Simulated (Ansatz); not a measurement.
Born–Oppenheimer molecular dynamics of C$_{2}$H$_{10}$AlClSi (15 atoms, charge 0, multiplicity 1). It starts from a rough guess of a transition structure, not a stationary point.

Level of theory: UKS BLYP-D4/STO-3G in Ansatz 0.2.0.

- ensemble: NVE (velocity Verlet)
- time step: 0.5 fs
- steps asked: 150
- starting velocities drawn for: 300 K
- seed: 661304

Frames 2.5 fs apart, positions in Å, forces in eV/Å.

Velocities at 20.0 fs (Å/ps):

```
Al -13.38 -10.15 14.44
C 29.39 -0.85 -9.35
C -0.30 6.70 1.92
Cl -0.05 0.28 -1.73
H -39.73 -60.52 50.34
Si -0.92 5.77 -11.07
H 50.16 10.10 17.14
H 11.07 16.60 -5.76
H 15.80 -6.68 20.36
H -4.32 9.50 -22.20
H 15.14 -3.58 9.61
H 1.40 12.66 8.52
H -9.07 9.67 -11.76
H 13.40 39.72 12.77
H -14.94 3.69 -7.42
```

```xyz
15
Properties=species:S:1:pos:R:3:forces:R:3 time_fs=20.0 energy_less_start_eV=-1.858 T=1401
Al -0.438 0.685 -0.243 -1.15 1.64 1.26
C 2.065 0.045 0.097 -0.94 -0.39 0.08
C -1.037 0.117 -1.930 -0.20 -0.34 -0.29
Cl -0.147 2.863 -0.167 0.01 -1.41 0.09
H 1.141 -0.368 0.579 1.14 -0.04 0.43
Si -0.872 -0.503 1.762 -0.08 1.16 -0.31
H 2.851 -0.679 0.064 0.85 -1.24 0.07
H 2.440 0.941 0.547 0.15 1.12 0.97
H 1.799 0.278 -0.914 -0.05 0.35 -1.77
H -0.992 -0.970 -2.045 0.10 -0.49 -0.14
H -0.613 0.573 -2.826 0.37 0.25 -0.28
H -2.106 0.368 -1.940 -0.45 0.09 -0.09
H -0.549 -1.887 1.534 0.52 -0.42 0.17
H 0.010 0.162 2.732 -0.03 -0.63 0.06
H -2.163 -0.596 2.422 -0.25 0.33 -0.24
15
Properties=species:S:1:pos:R:3:forces:R:3 time_fs=22.5 energy_less_start_eV=-1.411 T=1140
Al -0.472 0.662 -0.206 -0.46 2.23 0.15
C 2.134 0.041 0.078 -1.76 -1.33 3.05
C -1.038 0.132 -1.926 -0.22 -0.83 -0.38
Cl -0.147 2.863 -0.171 -0.07 -1.72 0.17
H 1.119 -0.495 0.688 3.79 1.77 -1.80
Si -0.874 -0.487 1.735 -0.16 1.23 1.76
H 2.991 -0.681 0.106 -0.59 0.15 -0.20
H 2.466 1.002 0.555 -0.49 -0.61 0.10
H 1.833 0.272 -0.930 -0.06 0.00 -1.52
H -1.001 -0.959 -2.102 -0.04 -0.10 0.19
H -0.565 0.576 -2.811 0.09 0.48 -0.05
H -2.114 0.403 -1.924 -0.04 0.04 -0.36
H -0.556 -1.877 1.510 0.50 -0.35 0.24
H 0.032 0.234 2.754 -0.87 -1.31 -0.86
H -2.201 -0.576 2.393 0.38 0.33 -0.49
15
Properties=species:S:1:pos:R:3:forces:R:3 time_fs=25.0 energy_less_start_eV=-1.672 T=1294
Al -0.508 0.643 -0.168 0.02 2.91 -1.38
C 2.195 0.030 0.072 -0.87 -0.32 0.84
C -1.040 0.144 -1.923 -0.11 -0.84 -0.77
Cl -0.147 2.859 -0.175 -0.15 -1.92 0.24
H 1.307 -0.525 0.698 2.35 1.48 -1.64
Si -0.877 -0.469 1.712 -0.21 -0.20 2.43
H 3.100 -0.677 0.137 -1.17 0.94 -0.50
H 2.466 1.032 0.571 -0.46 -1.40 -0.50
H 1.867 0.264 -1.022 0.68 -0.72 1.58
H -1.012 -0.954 -2.147 -0.12 0.37 0.39
H -0.513 0.605 -2.796 -0.39 0.26 0.57
H -2.123 0.439 -1.929 0.42 -0.07 -0.50
H -0.533 -1.884 1.500 0.25 0.32 0.30
H 0.007 0.232 2.731 -0.65 -1.08 -0.63
H -2.219 -0.537 2.337 0.41 0.26 -0.45
15
Properties=species:S:1:pos:R:3:forces:R:3 time_fs=27.5 energy_less_start_eV=-1.613 T=1258
Al -0.543 0.632 -0.134 0.36 3.58 -3.06
C 2.253 0.018 0.069 3.50 3.02 -3.98
C -1.043 0.151 -1.925 0.05 -0.29 -0.23
Cl -0.148 2.852 -0.179 -0.23 -2.03 0.32
H 1.606 -0.487 0.633 -4.32 -2.76 2.76
Si -0.880 -0.451 1.693 -0.49 -2.11 1.88
H 3.151 -0.624 0.139 0.34 0.40 -0.59
H 2.442 0.990 0.562 0.21 -0.01 -0.13
H 1.937 0.216 -1.034 0.48 -0.68 1.88
H -1.030 -0.931 -2.171 -0.05 0.05 0.26
H -0.482 0.650 -2.751 -0.33 0.11 0.45
H -2.112 0.473 -1.963 0.22 -0.03 -0.44
H -0.496 -1.875 1.508 -0.01 0.64 0.24
H -0.052 0.169 2.675 0.49 -0.03 0.75
H -2.216 -0.484 2.255 -0.22 0.12 -0.11
15
Properties=species:S:1:pos:R:3:forces:R:3 time_fs=30.0 energy_less_start_eV=-1.600 T=1248
Al -0.578 0.628 -0.107 0.64 4.09 -4.45
C 2.324 0.019 0.052 0.30 -0.64 1.34
C -1.046 0.157 -1.927 -0.08 0.25 0.80
Cl -0.149 2.842 -0.182 -0.28 -2.03 0.37
H 1.706 -0.577 0.690 -1.71 -0.81 0.29
Si -0.884 -0.438 1.678 -0.75 -2.82 1.86
H 3.223 -0.548 0.107 1.90 -0.35 -0.33
H 2.429 0.951 0.548 0.51 1.77 0.53
H 2.030 0.133 -0.955 -0.90 0.05 -1.90
H -1.050 -0.906 -2.180 0.13 -0.47 -0.04
H -0.468 0.702 -2.683 0.22 0.11 -0.19
H -2.088 0.505 -2.022 -0.27 0.05 -0.23
H -0.459 -1.831 1.530 -0.16 0.13 0.05
H -0.084 0.104 2.663 1.16 0.72 1.70
H -2.225 -0.423 2.167 -0.72 -0.04 0.20
15
Properties=species:S:1:pos:R:3:forces:R:3 time_fs=32.5 energy_less_start_eV=-1.377 T=1118
Al -0.611 0.633 -0.089 0.85 4.32 -5.21
C 2.399 0.018 0.039 -0.97 -2.87 4.69
C -1.049 0.164 -1.926 -0.41 0.43 0.82
Cl -0.150 2.829 -0.184 -0.30 -1.90 0.40
H 1.694 -0.722 0.776 1.91 2.22 -2.63
Si -0.890 -0.430 1.668 -0.19 -1.72 4.15
H 3.389 -0.485 0.056 0.01 0.35 0.03
H 2.442 0.997 0.555 0.10 0.08 -0.44
H 2.075 0.049 -0.971 -0.98 0.25 -1.75
H -1.063 -0.904 -2.189 0.29 -0.09 -0.11
H -0.443 0.759 -2.622 0.38 -0.25 -0.29
H -2.078 0.539 -2.095 -0.17 -0.08 0.03
H -0.431 -1.782 1.555 -0.18 -0.73 -0.15
H -0.057 0.075 2.740 -0.09 0.21 0.27
H -2.272 -0.364 2.088 -0.24 -0.22 0.19
15
Properties=species:S:1:pos:R:3:forces:R:3 time_fs=35.0 energy_less_start_eV=-1.279 T=1061
Al -0.643 0.648 -0.083 0.91 4.12 -5.18
C 2.469 0.003 0.047 -0.79 -1.50 0.14
C -1.054 0.174 -1.921 -0.46 0.60 0.02
Cl -0.152 2.812 -0.186 -0.30 -1.62 0.40
H 1.781 -0.748 0.721 1.96 1.89 -1.77
Si -0.896 -0.426 1.667 0.15 -1.18 5.64
H 3.558 -0.403 0.006 -1.74 0.61 0.27
H 2.463 1.050 0.540 -0.08 -1.41 -1.03
H 2.070 -0.020 -1.071 0.64 0.42 2.34
H -1.059 -0.907 -2.205 0.34 0.50 0.02
H -0.397 0.800 -2.577 0.00 -0.79 0.04
H -2.076 0.567 -2.167 0.25 -0.29 0.26
H -0.415 -1.772 1.571 -0.32 -0.78 -0.22
H -0.034 0.060 2.833 -1.12 -0.20 -1.06
H -2.332 -0.319 2.021 0.56 -0.40 0.12
15
Properties=species:S:1:pos:R:3:forces:R:3 time_fs=37.5 energy_less_start_eV=-1.523 T=1204
Al -0.672 0.672 -0.088 0.81 3.35 -4.33
C 2.537 -0.017 0.055 1.99 3.01 -4.87
C -1.061 0.186 -1.915 -0.14 0.63 -0.31
Cl -0.154 2.792 -0.187 -0.24 -1.15 0.38
H 1.965 -0.683 0.578 -1.75 -2.69 2.62
Si -0.902 -0.425 1.677 0.28 -1.63 4.88
H 3.633 -0.290 -0.028 -1.12 -0.09 0.33
H 2.479 1.030 0.469 -0.22 -0.76 -0.36
H 2.097 -0.063 -1.053 1.05 0.53 2.28
H -1.036 -0.883 -2.219 0.23 0.27 0.14
H -0.351 0.796 -2.532 -0.16 -0.68 -0.01
H -2.062 0.580 -2.224 0.18 -0.21 0.27
H -0.418 -1.804 1.575 -0.59 0.00 -0.20
H -0.072 0.035 2.871 -1.06 -0.11 -1.03
H -2.362 -0.297 1.962 0.74 -0.48 0.22
15
Properties=species:S:1:pos:R:3:forces:R:3 time_fs=40.0 energy_less_start_eV=-1.845 T=1393
Al -0.700 0.703 -0.103 0.61 2.09 -2.88
C 2.612 -0.026 0.042 -0.13 0.88 -1.02
C -1.069 0.202 -1.911 0.29 0.29 -0.12
Cl -0.157 2.771 -0.187 -0.09 -0.47 0.33
H 2.071 -0.750 0.567 -0.69 -1.64 2.16
Si -0.907 -0.427 1.698 -0.04 -2.12 2.11
H 3.655 -0.183 -0.045 1.76 -0.85 0.07
H 2.481 0.973 0.381 -0.53 1.49 1.04
H 2.177 -0.077 -0.920 -0.47 0.13 -2.26
H -0.999 -0.846 -2.225 0.00 -0.42 0.22
H -0.312 0.755 -2.489 0.08 0.03 -0.40
H -2.039 0.581 -2.266 -0.28 0.09 0.02
H -0.456 -1.838 1.567 -0.62 0.53 -0.11
H -0.169 0.005 2.853 -0.03 0.41 0.41
H -2.351 -0.303 1.917 0.14 -0.44 0.42
15
Properties=species:S:1:pos:R:3:forces:R:3 time_fs=42.5 energy_less_start_eV=-1.766 T=1350
Al -0.726 0.739 -0.124 0.39 0.57 -1.20
C 2.688 -0.029 0.025 -1.86 -2.04 3.33
C -1.076 0.218 -1.908 0.59 -0.29 -0.58
Cl -0.160 2.748 -0.187 0.14 0.47 0.29
H 2.135 -0.908 0.676 1.96 2.67 -1.32
Si -0.913 -0.434 1.723 -0.44 -1.73 -0.66
H 3.760 -0.120 -0.056 0.89 -0.54 0.07
H 2.454 0.986 0.347 -0.19 0.40 1.01
H 2.232 -0.086 -0.908 -0.88 -0.48 -3.10
H -0.962 -0.830 -2.217 -0.32 -0.44 0.43
H -0.269 0.715 -2.467 -0.03 0.45 -0.46
H -2.030 0.586 -2.306 -0.23 0.15 -0.12
H -0.528 -1.844 1.553 -0.28 0.30 -0.01
H -0.268 0.001 2.861 0.88 0.81 1.79
H -2.333 -0.335 1.896 -0.63 -0.31 0.53
15
Properties=species:S:1:pos:R:3:forces:R:3 time_fs=45.0 energy_less_start_eV=-1.823 T=1384
Al -0.751 0.776 -0.148 0.10 -0.99 0.34
C 2.755 -0.041 0.020 -1.56 -0.32 -0.49
C -1.079 0.234 -1.908 0.74 -0.61 -1.63
Cl -0.163 2.727 -0.186 0.47 1.60 0.27
H 2.301 -0.927 0.721 1.32 2.45 -1.70
Si -0.919 -0.444 1.747 -0.35 0.18 -0.31
H 3.910 -0.089 -0.062 -1.88 -0.05 0.15
H 2.419 1.019 0.368 0.71 -1.77 0.04
H 2.249 -0.118 -1.050 1.31 -0.28 1.98
H -0.944 -0.838 -2.184 -0.55 0.09 0.54
H -0.231 0.697 -2.472 -0.57 0.28 -0.14
H -2.033 0.599 -2.352 0.30 -0.08 0.05
H -0.616 -1.834 1.538 0.23 -0.42 0.05
H -0.323 0.038 2.960 0.27 0.10 0.38
H -2.348 -0.385 1.906 -0.52 -0.17 0.45
15
Properties=species:S:1:pos:R:3:forces:R:3 time_fs=47.5 energy_less_start_eV=-1.768 T=1351
Al -0.777 0.811 -0.171 -0.30 -2.45 1.46
C 2.814 -0.053 0.014 0.35 3.01 -3.82
C -1.079 0.246 -1.916 0.59 -0.58 -1.85
Cl -0.164 2.708 -0.185 0.85 2.77 0.27
H 2.538 -0.820 0.680 -0.97 -1.86 1.25
Si -0.926 -0.454 1.770 -0.82 1.43 0.62
H 3.963 -0.062 -0.062 -1.61 0.31 -0.04
H 2.422 0.959 0.396 0.82 -1.27 -0.29
H 2.333 -0.167 -1.095 1.31 -0.16 2.90
H -0.957 -0.842 -2.121 -0.48 0.19 0.29
H -0.224 0.697 -2.486 -0.57 0.04 -0.06
H -2.020 0.607 -2.394 0.31 -0.19 0.16
H -0.692 -1.846 1.526 0.54 -0.56 0.15
H -0.361 0.081 3.081 -0.32 -0.71 -1.30
H -2.391 -0.446 1.943 0.29 0.01 0.26
```

Of the whole run (75 fs, mean temperature of the second half 1248 K): The conserved energy stayed within 0.73 meV per atom of its start (net change -0.36 meV per atom), so the integration is sound. The system heated up, since it started high on the potential surface and ran downhill. A run of 0.075 ps of so small a system gives no equilibrium averages. The orbitals stay closed-shell, which can raise the energy where a bond breaks towards radicals; this wasn't checked here. Limits of this set-up: minimal basis.

Run time: 12 min on 1 thread of Arm Neoverse V2, with other jobs on the host, peak memory 0.15 GiB.
